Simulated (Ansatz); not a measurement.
Born–Oppenheimer molecular dynamics of B₂ClH₆NSi (11 atoms, charge 0, multiplicity 1). It starts from a relaxed structure.

Computed with RHF/6-31G* in Ansatz 0.2.0.

```
ensemble                      : NVE (velocity Verlet)
time step                     : 1 fs
steps asked                   : 150
starting velocities drawn for : 500 K
masses                        : H 2.014 u
seed                          : 750992
```

First frame:

```xyz
11
Properties=species:S:1:pos:R:3
B 0.453 0.697 2.321
B 0.469 -0.008 0.769
Cl 1.840 -1.160 0.484
N -0.434 0.198 -0.281
Si -0.471 -0.499 -1.898
H 1.012 1.725 2.545
H -0.089 0.164 3.239
H -1.176 0.841 -0.090
H -1.637 0.119 -2.557
H -0.650 -1.958 -1.856
H 0.747 -0.176 -2.655
```

(1) How far do the bonds stretch over the last three quarters of this one trajectory? (Pairs bonded in most of those frames.)

Results:

(1) 
```csv
bond,mean (Å),spread (Å),shortest,longest
B1–B2,1.712,0.022,1.65,1.75
B1–H6,1.198,0.036,1.14,1.26
B1–H7,1.196,0.031,1.14,1.26
B2–Cl3,1.815,0.012,1.79,1.84
B2–N4,1.403,0.018,1.36,1.43
N4–Si5,1.766,0.026,1.72,1.80
N4–H8,1.003,0.019,0.97,1.03
Si5–H9,1.482,0.048,1.41,1.55
Si5–H10,1.474,0.032,1.42,1.53
Si5–H11,1.473,0.021,1.44,1.51
```

Mean temperature of the second half: 243 K. The conserved energy stayed within 0.53 meV per atom of its start (net change 0.42 meV per atom), so the integration is sound. The temperature averaged 0.49 of the 500 K drawn at the start: a run that starts near a minimum puts about half its kinetic energy into the potential. A run of 0.15 ps of so small a system gives no equilibrium averages.

Run time: 5.5 min on 1 thread of Arm Neoverse V1 (shared host), peak memory 0.18 GiB.
